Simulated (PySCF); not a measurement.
C4H5F3, SMILES C=C(C)C(F)(F)F.

Geometry optimised at PBE-D3(BJ)/def2-SVP.

Computed with PBE-D3(BJ)/def2-SVP in PySCF 2.14.0.

Frequencies are harmonic and unscaled.

Give all harmonic wavenumbers and intensities. (The exact figures need the calculation; the answer reports its results.)


```tsv
mode	ν (cm⁻¹)	IR (km/mol)	moving atoms (share of kinetic energy)
1	62	0.1	C 43 %, F 37 %, H 20 %
2	179	0.7	H 96 %
3	233	0.4	F 62 %, C 25 %, H 13 %
4	243	1.1	F 46 %, C 37 %, H 18 %
5	357	2.3	C 45 %, F 28 %, H 27 %
6	407	3.3	F 59 %, C 30 %, H 10 %
7	468	0.4	F 64 %, C 26 %, H 9 %
8	559	11.9	C 48 %, F 31 %, H 21 %
9	569	0.3	F 77 %, C 18 %
10	582	4.8	F 39 %, H 33 %, C 28 %
11	731	1.4	H 77 %, F 13 %, C 10 %
12	763	0.3	F 75 %, C 20 %
13	913	32.8	H 74 %, C 26 %
14	924	0.2	H 53 %, C 44 %
15	971	13.9	H 68 %, C 30 %
16	1019	0.9	H 63 %, C 37 %
17	1129	270.5	C 78 %, F 21 %
18	1136	145.7	C 64 %, H 23 %, F 13 %
19	1173	227.2	C 80 %, F 19 %
20	1315	73.2	H 56 %, C 42 %
21	1351	32.8	C 64 %, H 34 %
22	1372	19.2	H 83 %, C 16 %
23	1393	7.3	H 97 %
24	1416	40.1	H 93 %
25	1694	4.7	C 92 %
26	2975	8.4	H 97 %
27	3051	3.6	H 91 %, C 9 %
28	3091	1.7	H 94 %
29	3093	6.5	H 91 %, C 9 %
30	3195	1.1	H 89 %, C 11 %
```
